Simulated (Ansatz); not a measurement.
Computed with Ansatz on PBE0-D4/def2-TZVP structures; ΔE is electronic, products minus reactants. CBS: MP2 limit from def2 TZ/QZ plus the TZ coupled-cluster correction, frozen cores. This one scheme is used for every species. Functionals use def2-TZVPP. Each species was taken in one conformer, which may not be the lowest.

Consider the β-hydride elimination: `C[CH2][AlH][SiH3]` → `[AlH2][SiH3]` + `C=C`.

```
        level  ΔE (eV)
      PBE0-D4     1.59
      ωB97X-V     1.50
       B2PLYP     1.31
HF/def2-QZVPP     1.03
```

(1) What does CCSD(T)/CBS give? (Estimate.)

Largest T1 diagnostic among the species: 0.012.

Answers

(1) Ansatz gave: +1.40 eV. The listed levels differ from it by 0.19, 0.10, -0.09, -0.37 eV.

The D4 term adds +0.14 eV with B3LYP and +0.08 eV with PBE0; it sums over pairs of atoms, weighted by their polarisabilities, and B3LYP, whose exchange is more repulsive, gets the larger term. In def2-TZVPP, CCSD(T) changes the Hartree–Fock value by +0.34 eV (the triples alone add +0.02 eV) and MP2 by +0.47 eV.

B3LYP here is the variant with VWN-RPA as its local correlation; programs differ in this.
